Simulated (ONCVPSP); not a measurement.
# Reading a pseudo-wave (silicon)

Columns: radius, all-electron u(r) and pseudo u(r) of the 2s shell (level -139.55 eV) of silicon in the configuration [He] 2s2 2p6 3s1.75 3p2.25; PBEsol, scalar-relativistic, ONCV scheme, ONCVPSP 4.0.1.

```
r (bohr)  all-electron  pseudo
   0.055       -0.6325  0.2592
   0.110       -0.3760  0.5065
   0.165        0.1169  0.7311
   0.220        0.5872  0.9237
   0.275        0.9496  1.0780
   0.330        1.1907  1.1904
   0.385        1.3250  1.2603
   0.440        1.3753  1.2897
   0.495        1.3643  1.2828
   0.550        1.3112  1.2451
   0.605        1.2317  1.1837
   0.660        1.1368  1.1052
   0.715        1.0351  1.0160
   0.770        0.9322  0.9217
   0.825        0.8321  0.8270
   0.880        0.7373  0.7351
   0.935        0.6494  0.6486
   0.990        0.5690  0.5687
   1.045        0.4963  0.4962
   1.100        0.4314  0.4313
   1.155        0.3738  0.3737
   1.210        0.3230  0.3229
   1.265        0.2784  0.2784
   1.320        0.2396  0.2396
   1.375        0.2058  0.2058
   1.430        0.1766  0.1765
```

How many radial nodes do the two functions have?

The all-electron 2s function has n − l − 1 = 1; the pseudo-wave has 0, since the states of the same l below it are removed with the core.

At about which radius was the pseudo-wave matched?

1.10 bohr. The columns agree to 0.0005 from 0.99 bohr on; several derivatives are matched, so the curves merge somewhat inside the radius.

Is the pseudo-wave norm-conserving?

Yes: the ONCV scheme keeps the norm inside the radius equal to the all-electron one, which fixes the energy derivative of the logarithmic derivative at the level.
